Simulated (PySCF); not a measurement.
# Löwdin shares of the frontier orbitals

Compound: Me2PhSiSBu, C12H20SSi.
Geometry (PBE0-D3(BJ)/def2-SVP, Å), atoms numbered from 1 in this order:
```xyz
34
C12H20SSi angstrom
C     -4.3075   -1.5010   -0.4278
C     -4.3249   -0.0095   -0.1239
C     -2.9422    0.6317   -0.0352
C     -2.1067    0.1314    1.1319
S     -0.5050    0.9885    1.3418
Si     0.6590    0.2352   -0.3182
C      0.2024   -1.5588   -0.6471
C      0.4288    1.2601   -1.8746
C      2.4405    0.3596    0.2735
C      2.7900   -0.0539    1.5692
C      4.1126   -0.0136    2.0041
C      5.1145    0.4472    1.1498
C      4.7871    0.8688   -0.1374
C      3.4615    0.8252   -0.5686
H     -3.8077   -2.0803    0.3641
H     -5.3274   -1.9018   -0.5284
H     -3.7767   -1.7073   -1.3719
H     -4.8714    0.1726    0.8187
H     -4.8997    0.5126   -0.9071
H     -3.0380    1.7263    0.0497
H     -2.3986    0.4493   -0.9791
H     -2.6382    0.3040    2.0815
H     -1.9223   -0.9510    1.0678
H      0.8731   -1.9677   -1.4196
H      0.3231   -2.1654    0.2632
H     -0.8328   -1.6672   -1.0062
H      0.6667    2.3168   -1.6805
H     -0.6120    1.2072   -2.2268
H      1.0772    0.8988   -2.6894
H      2.0068   -0.3957    2.2526
H      4.3637   -0.3379    3.0172
H      6.1524    0.4825    1.4905
H      5.5672    1.2370   -0.8086
H      3.2240    1.1644   -1.5808
```

Computed with TDDFT CAM-B3LYP/def2-SVPD, vertical, gas phase, core orbitals frozen in the response (PySCF 2.14.0, density-fitted response routines).

Kohn–Sham orbitals with the atoms that hold most of them (Löwdin shares over 4%, at most four atoms; ? is withheld):

```json
{"orbital": "HOMO-3", "ε (eV)": "-9.32", "atoms": "S5 54%, Si6 11%, C4 10%, C7 6%"}
{"orbital": "HOMO-2", "ε (eV)": "-8.50", "atoms": "C11 22%, C14 22%, C10 18%, C13 18%"}
{"orbital": "HOMO-1", "ε (eV)": "-8.46", "atoms": "C9 22%, C12 21%, C10 12%, C13 12%"}
{"orbital": "HOMO", "ε (eV)": "-7.83", "atoms": "?"}
{"orbital": "LUMO", "ε (eV)": "0.46", "atoms": "?"}
{"orbital": "LUMO+1", "ε (eV)": "0.78", "atoms": "C13 17%, C10 17%, C11 17%, C14 16%"}
{"orbital": "LUMO+2", "ε (eV)": "1.07", "atoms": "S5 11%, C7 8%, C1 6%, Si6 6%"}
```

Task: Which atoms hold the LUMO, and with what shares?

Result: C9 (bonded to 2 C and Si) 19%; C12 (bonded to 2 C and H) 19%; C14 (bonded to 2 C and H) 11%; C10 (bonded to 2 C and H) 11%.

Task: Which atoms hold the HOMO, and with what shares?

Result: S5 (bonded to C and Si) 65%; C4 (bonded to C, S and 2 H) 8%; Si6 (bonded to 3 C and S) 6%.

Task: The HOMO–LUMO gap is 8.30 eV. Where does the response calculation put the lowest singlet, and from which orbitals?

Result: S1 is at 5.35 eV (f = 0.0019), 2.95 eV below the gap, made of HOMO-2→LUMO (51%), HOMO-1→LUMO+1 (35%). Its leading pair isn't HOMO and LUMO; the energies of that pair differ by 8.96 eV. Without the coupling terms of the response equations the lowest excitation would equal the gap.

Next come S2 at 5.63 eV (f 0.0034), HOMO→LUMO (48%), HOMO→LUMO+3 (10%), HOMO→LUMO+2 (8%); S3 at 5.90 eV (f 0.060), HOMO→LUMO (24%), HOMO-1→LUMO (23%), HOMO→LUMO+1 (12%); S4 at 6.06 eV (f 0.029), HOMO-1→LUMO (42%), HOMO-2→LUMO+1 (17%), HOMO→LUMO (16%); S5 at 6.46 eV (f 0.046), HOMO→LUMO+1 (52%), HOMO→LUMO+2 (21%), HOMO→LUMO+4 (13%).

The run took 3.3 min wall, 7.2 min CPU on an AMD EPYC 7R13 with 2 threads, no GPU (shared host), and the process peaked at 4.3 GiB of memory.

One conformer stands for the species.
